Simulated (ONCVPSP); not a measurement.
## Varying the ONCV potential for Li

Base potential:

ONCVPSP 4.0.1 input, shortened (lines: element, Z, core and valence counts, functional; n l f; lmax; l rc ep ncon nbas qcut; lloc lpopt rc5 dvloc0; l nproj debl; icmod fcfact rcfact), LDA (Perdew-Wang 92), scalar-relativistic:

```
  Li 3.00    1    1  -001012      upf
    1    0    2.00
    2    1    1.00
    2
    0    3.25    0.05    4    9    2.50
    1    4.00    0.00    4    8    2.10
    2    3.55    0.22    5    9    2.90
    4    3    3.20    0.00
    0    3    1.50
    1    2    1.00
    2    2    2.80
    3    4.75    1.20
```

Cutoffs, loose and tight: the cutoffs (Ha) at which the residual kinetic energy of the hardest occupied pseudo-wave falls to 1 and 0.1 mHa per electron. They do not see the model core or the augmentation charge, which bear on the density cutoff. Test errors are all-electron minus pseudo excitation energies from the reference, over the configurations 2s1 2p0; 2s0.5 2p0. A dash means not determined; rows that change the core or the reference have their own tests.

For the base: The cutoffs count occupied waves only; projector 2 of the d channel, the hardest unoccupied one, needs 22 Ha at the loose tolerance.

A true bound ghost makes a file unfit for plane-wave use even where its test errors are small: the radial tests pick states by their node count and pass the ghost by.

```tsv
change	outcome	cutoff, loose	cutoff, tight	bound ghosts	GHOST(+) flags above zero	largest test error (meV)
base	generated	1.6 Ha	2.9 Ha	none	none	-10.0
local potential polynomial inside 3.00 bohr (lpopt 5, dvloc0 0 Ha)	generated	1.6 Ha	2.9 Ha	none	none	-9.7
non-relativistic	generated	1.6 Ha	2.9 Ha	none	none	-10
```

Task: What comes out with this change to the base: reference 2s1; waves 2s: rc 3.25 bohr, ncon 4, nbas 9, qcut 2.5 1/bohr, 3 projectors, debl 1.5 Ha; p scattering state at 0.44 Ha: rc 4.00 bohr, ncon 4, nbas 8, qcut 2.1 1/bohr, 2 projectors, debl 1 Ha?

Result: outcome: generated, projector energies reset by the program; cutoff, loose: 1.6 Ha; cutoff, tight: 2.5 Ha; bound ghosts: none; GHOST(+) flags above zero: none; largest test error (meV): -12.

Task: What comes out with this change to the base: p: rc 4.28?

Result: outcome: generated; cutoff, loose: 1.4 Ha; cutoff, tight: 2.3 Ha; bound ghosts: none; GHOST(+) flags above zero: none; largest test error (meV): -11.

Task: What comes out with this change to the base: s: qcut 2; p: qcut 1.7; d: qcut 2.3?

Result: outcome: generated; cutoff, loose: 1.6 Ha; cutoff, tight: 9.0 Ha; bound ghosts: d; GHOST(+) flags above zero: d; largest test error (meV): -15.
